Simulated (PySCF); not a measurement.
# Hartree-Fock beside MP2: ClH2Si cation

Calculated results; nothing here was measured. The program is PySCF 2.14.0, an open-source quantum chemistry code, run on an isolated molecule that a program drew, which may never have been made. The molecule is ClH2Si cation (charge +1, singlet), drawn as the SMILES string `[SiH2+]Cl`.

The geometry was optimised and harmonic frequencies were computed with HF and MP2, all in the cc-pV(D+d)Z basis, for the commonest isotopes, with a restricted reference for singlets and an unrestricted one otherwise, and a frozen core in MP2. Each result is a local minimum of its method.

Geometry at the HF minimum:
```xyz
4
ClH2Si cation, angstrom
Si   -0.6180   -0.2505   -1.3250
Cl   -2.0125    0.7703   -2.2321
H     0.5982    0.4416   -0.9209
H    -0.8413   -1.6695   -1.0833
```

Lengths of the bonds as drawn, in Å (atoms numbered as above):
```
   bond     HF    MP2
Si1-Cl2  1.952  1.957
 Si1-H3  1.457  1.464
 Si1-H4  1.457  1.464
```

Rotational constants, in GHz:
| constant | HF | MP2 |
|---|---|---|
| A | 153 | 151.5 |
| B | 7.729 | 7.689 |
| C | 7.357 | 7.317 |

Harmonic frequencies in cm^-1, each column in rising order, so a row needn't be the same motion in every method:
| rank | HF | MP2 |
|---|---|---|
| 1 | 665 | 634 |
| 2 | 695 | ? |
| 3 | 769 | 730 |
| 4 | 1007 | 960 |
| 5 | 2438 | 2370 |
| 6 | 2492 | 2429 |

**Estimate the missing MP2 frequency from the HF column.**

A single factor s that minimises the squared misfit of MP2 against s times HF over the other rows is sum(HF x MP2) / sum(HF^2) = 0.9704, with an rms misfit of 13 cm^-1. For rank 2 it gives 0.9704 x 695 = 674 cm^-1. The calculation gives 690 cm^-1, 16 cm^-1 above the estimate. The drawn bonds are on average 0.4 % longer in MP2 than in HF.
